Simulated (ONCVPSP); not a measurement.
# scandium: excitation energies, all-electron against ONCV

ONCVPSP 4.0.1 input, shortened (lines: element, Z, core and valence counts, functional; n l f; lmax; l rc ep ncon nbas qcut; lloc lpopt rc5 dvloc0; l nproj debl; icmod fcfact rcfact), PBE, scalar-relativistic:

```
  Sc 21.00    3    3        4      upf
    1    0    2.00
    2    0    2.00
    2    1    6.00
    3    0    2.00
    3    1    6.00
    3    2    1.00
    2
    0    1.35    0.00    5    8    9.80
    1    1.15    0.00    4    8    5.70
    2    2.15    0.00    5   10    7.60
    4    5    0.80    0.00
    0    2    2.90
    1    2    1.00
    2    3    1.50
    3    2.75    1.45
```

In the p channel the program set the typed energies aside and used -1.799, 0.250 Ha.

Energies are relative to the spin-unpolarised reference configuration 3s2 3p6 3d1; without spin polarisation the order of configurations can differ from experiment.

| valence configuration | charge | ΔE all-electron (eV) | error AE − PS (meV) |
| --- | --- | --- | --- |
| 3s2 3p6 3d1 4s1 | +1 | -12.768 | +0.7 |
| 3s2 3p6 3d0 | +3 | 24.870 | +124 |

Problem. What are ΔE and the potential's error for 3s2 3p6 3d2?

Solution. ΔE = -12.087 eV all-electron; the error (AE − PS) is +24 meV.

Problem. What are ΔE and the potential's error for 3s2 3p6 3d1 4s2?

Solution. ΔE = -19.665 eV all-electron; the error (AE − PS) is +1.7 meV.

Levels in the configuration 3s2 3p6 3d1 4s2:

| level | all-electron (eV) | pseudo (eV) |
| --- | --- | --- |
| 3s | -55.039 | -55.017 |
| 3p | -33.625 | -33.607 |
| 3d | -3.233 | -3.222 |
| 4s | -4.183 | -4.184 |
